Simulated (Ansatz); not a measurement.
Molecule: sum formula SiN3H6, net charge 0, doublet state. It need not be the lowest isomer of its formula. 
Structure (B3LYP-D3(BJ)/def2-TZVP (Ansatz, a quantum-chemistry and plane-wave program) minimum search):
SMILES: [NH][SiH](N)N
```xyz
10

N     -1.2336     1.1137    -0.5133
Si     0.0195     0.1760     0.2815
N      1.3689     0.0572    -0.7683
N     -0.3944    -1.4291     0.6948
H     -0.9120     1.9685    -0.9743
H      0.1932     0.8802     1.5825
H      2.1083    -0.6027    -0.5879
H      1.6721     0.8176    -1.3530
H     -0.9359    -1.6109     1.5249
H     -0.5847    -2.1093    -0.0250
```
Charge 0, spin multiplicity 2.

Quantity: atomisation energy (electronic, to ground-state atoms), in kcal/mol. Cores are frozen in the correlated levels unless marked. UHF or UKS for open shells. Spin-orbit coupling is left out. No relativistic terms. The coupled-cluster limit lacks core correlation, which all-electron functionals hold. CBS(X,Y): correlation extrapolated as X^-3; Hartree-Fock from the larger set.

```tsv
level	program	atomisation energy (kcal/mol)
HF/cc-pV(D+d)Z	Ansatz	507.3
SVWN5/def2-TZVPD	Ansatz	912.0
PBE-D4/def2-TZVPD	Ansatz + dftd4	812.0
CAM-B3LYP-D4/def2-TZVPD	Ansatz + dftd4	807.4
B2GP-PLYP/def2-TZVPD	Ansatz	782.5
B2PLYP-D4/def2-TZVPD	Ansatz + dftd4	790.2
B2PLYP/def2-TZVPD	Ansatz	787.2
```

Q: Estimate the value at CCSD(T)/CBS(aug-cc-pV(T+d)Z,aug-cc-pV(Q+d)Z) as computed with Ansatz.

A: 798.2 kcal/mol, so B2PLYP/def2-TZVPD differs from it by -11.0 kcal/mol.
